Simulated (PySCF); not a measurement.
Job file and geometry (Å, from GFN2-xTB) of an NMR shielding run on `C=CC[SiH2]C#C[SiH2]CC`, C7H14Si2, GIAO PBE0/pcSseg-1 NMR shielding, non-relativistic, gas phase (PySCF 2.14.0, density-fitted response routines); density fitting, a coarse starting grid and PySCF grid level 2 are the driver's defaults:

```
$ OMP_NUM_THREADS=1 python probes_run.py task.json out

{"job": {"kind": "nmr", "xc": "PBE0", "basis": "pcSseg-1"}, "charge": 0, "multiplicity": 1}
C      2.959158     1.650920    -0.851494
C      2.234078     1.065151     0.084822
C      2.744615     0.053771     1.046250
Si     2.115827    -1.698743     0.596099
C      0.267717    -1.616570     0.589306
C     -0.939287    -1.509326     0.587234
Si    -2.775326    -1.268176     0.555159
C     -3.152965    -0.001189    -0.818143
C     -2.350106     1.287051    -0.673607
H      4.011493     1.444492    -0.965967
H      2.537918     2.365010    -1.538311
H      1.178041     1.288936     0.172501
H      3.835321     0.061489     1.055042
H      2.401290     0.301316     2.052442
H      2.588594    -2.074090    -0.740928
H      2.555675    -2.657457     1.618273
H     -3.193068    -0.746797     1.864059
H     -3.429996    -2.549028     0.261776
H     -4.218828     0.237461    -0.815666
H     -2.938666    -0.442129    -1.793859
H     -2.595721     1.992177    -1.466892
H     -1.283613     1.075924    -0.723324
H     -2.556903     1.766792     0.281153
```

Task: What does the program print?

Result: 
```
coarse grid: 19536 points
cycle   1  E = -853.3140978670  dE =  6.334e-01  |g| = 5.589e-01  |ddm| = 4.285e+00
cycle   2  E = -853.2968959692  dE =  1.720e-02  |g| = 6.100e-01  |ddm| = 1.151e+00
cycle   3  E = -853.3973138618  dE = -1.004e-01  |g| = 4.304e-02  |ddm| = 6.291e-01
cycle   4  E = -853.3974218295  dE = -1.080e-04  |g| = 3.967e-02  |ddm| = 6.804e-02
cycle   5  E = -853.3977805808  dE = -3.588e-04  |g| = 1.386e-02  |ddm| = 3.519e-02
cycle   6  E = -853.3978270134  dE = -4.643e-05  |g| = 3.188e-03  |ddm| = 1.166e-02
cycle   7  E = -853.3978296691  dE = -2.656e-06  |g| = 4.241e-04  |ddm| = 3.017e-03
final grid: 177520 points
cycle   8  E = -853.4528169109  dE = -3.858e-05  |g| = 8.457e-03  |ddm| = 3.201e-02
cycle   9  E = -853.4528109403  dE =  5.971e-06  |g| = 9.700e-03  |ddm| = 1.600e-02
cycle  10  E = -853.4528359294  dE = -2.499e-05  |g| = 6.508e-04  |ddm| = 8.649e-03
cycle  11  E = -853.4528360073  dE = -7.798e-08  |g| = 3.237e-04  |ddm| = 7.938e-04
cycle  12  E = -853.4528360320  dE = -2.462e-08  |g| = 1.042e-04  |ddm| = 3.016e-04
cycle  13  E = -853.4528360342  dE = -2.218e-09  |g| = 4.934e-05  |ddm| = 1.122e-04
cycle  14  E = -853.4528360347  dE = -5.693e-10  |g| = 1.521e-05  |ddm| = 4.289e-05
converged SCF energy = -853.4528360347

GIAO shielding tensors (ppm)
atom      isotropic    diamagn.    paramagn.     s11        s22        s33       span
  0 C       66.861     253.969    -187.109    -44.277     88.423    156.437    200.714
  1 C       42.702     258.600    -215.898    -80.948     46.645    162.411    243.359
  2 C      162.524     254.163     -91.640    150.334    156.048    181.189     30.855
  3 Si     413.564     882.397    -468.832    381.739    409.332    449.623     67.884
  4 C       69.501     265.886    -196.385    -30.274    -22.217    260.994    291.268
  5 C       68.602     266.513    -197.911    -31.668    -23.392    260.868    292.536
  6 Si     412.777     882.299    -469.522    384.176    399.056    455.097     70.922
  7 C      179.209     252.401     -73.192    174.372    180.152    183.103      8.731
  8 C      175.224     252.694     -77.471    169.476    170.263    185.932     16.456
  9 H       26.380      30.501      -4.121     23.021     25.556     30.562      7.541
 10 H       26.447      32.763      -6.316     23.418     25.277     30.646      7.228
 11 H       25.173      37.714     -12.541     22.804     24.518     28.197      5.393
 12 H       29.965      29.752       0.214     26.066     28.611     35.220      9.154
 13 H       29.736      31.756      -2.020     27.134     27.223     34.850      7.716
 14 H       27.481      29.919      -2.438     24.179     25.955     32.310      8.131
 15 H       27.126      28.202      -1.076     23.364     25.389     32.624      9.260
 16 H       27.365      29.530      -2.165     23.937     25.704     32.455      8.518
 17 H       27.233      28.054      -0.821     23.424     25.404     32.872      9.449
 18 H       30.971      27.629       3.342     25.928     28.704     38.282     12.354
 19 H       30.777      32.029      -1.252     26.789     28.396     37.145     10.356
 20 H       30.233      31.333      -1.101     25.101     27.843     37.754     12.653
 21 H       30.160      37.036      -6.876     24.399     29.292     36.790     12.391
 22 H       30.742      33.336      -2.594     27.200     28.339     36.685      9.485
```

Task: Turn these shieldings into chemical shifts. Scale: 13C (σ = 186.93 ppm), 29Si (σ = 349.16 ppm), 1H (σ = 31.72 ppm) against TMS (reference shieldings calculated alike).

Result: Averaging equivalent atoms: C 1: 144.2; C 0: 120.1; C 5: 118.3; C 4: 117.4; C 2: 24.4; C 8: 11.7; C 7: 7.7; Si 6: -63.6; Si 3: -64.4; H 11: 6.54; H 9: 5.34; H 10: 5.27; H 16/17: 4.42; H 14/15: 4.41; H 12/13: 1.87; H 20/21/22: 1.34; H 18/19: 0.84 ppm. 

Size and cost of the density-fitted run: 237 basis functions, 99 s wall time on 1 thread of an Arm Neoverse N1, shared host; peak memory 1.1 GiB.
